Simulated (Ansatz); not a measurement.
`BBO[SiH](C)F` + HBr → `C[SiH](F)Br` + `BBO` at 298.15 K and 1 bar (ligand exchange at the Si–O bond).

Program: Ansatz. Geometries: PBE0-D4/def2-TZVP. ΔE: electronic, gas phase. CBS: MP2 limit from def2 TZ/QZ plus the TZ coupled-cluster correction, frozen cores. For Br outer-core shells are correlated without core-valence functions, which leaves a few kJ/mol of doubt a bond. Scalar relativity is left out up to krypton. Each species was taken in one conformer, which may not be the lowest.

```
       species  CCSD(T)/CBS energy (Eh)  H − E (kJ/mol)  S (J/(mol·K))
`BBO[SiH](C)F`               -556.02948           252.0          391.4
           HBr              -2573.91920            24.6          198.6
 `C[SiH](F)Br`              -3002.78099           148.5          329.8
         `BBO`               -127.16606           137.4          269.0
```

H − E and S are ideal-gas, rigid-rotor, harmonic terms from PBE0-D4/def2-TZVP, for one conformer and one mirror image of each species. 1 Eh = 2625.50 kJ/mol, R = 8.31446 J/(mol·K).

Question: By hand: ΔE, ΔH, ΔS and ΔG.

Answer: ΔE = (-3002.78099) + (-127.16606) − (-556.02948) − (-2573.91920) = 0.00163 Eh = 4.3 kJ/mol. Δ(H − E) = 148.5 + 137.4 − 252.0 − 24.6 = 9.3, so ΔH = 13.6 kJ/mol. ΔS = 329.8 + 269.0 − 391.4 − 198.6 = 8.8 J/(mol·K). ΔG = 13.6 − 298.15 × (8.8)/1000 = 11.0 kJ/mol.

Question: By hand: the equilibrium constant, and the temperature at which ΔG would vanish if ΔH and ΔS stayed fixed.

Answer: log₁₀ K = −ΔG/(RT ln 10) = -1.9. ΔG = 0 at ΔH/ΔS = 1545 K, though so small a ΔS makes that figure unsure.

The number of gas molecules stays the same, so ΔS is small and ΔH decides. A doubt of 5 kJ/mol in ΔE shifts log₁₀ K by 0.9 here. Other conformers and mirror images would add mixing entropy, several J/(mol·K) or more a flexible species. Modes under 60 cm⁻¹, often nearly free rotors, make the harmonic entropy too high. These are equilibria of isolated gas molecules and say nothing of rates. Largest T1 diagnostic: 0.013 (customary marks: 0.02 for closed shells, 0.045 for open ones).
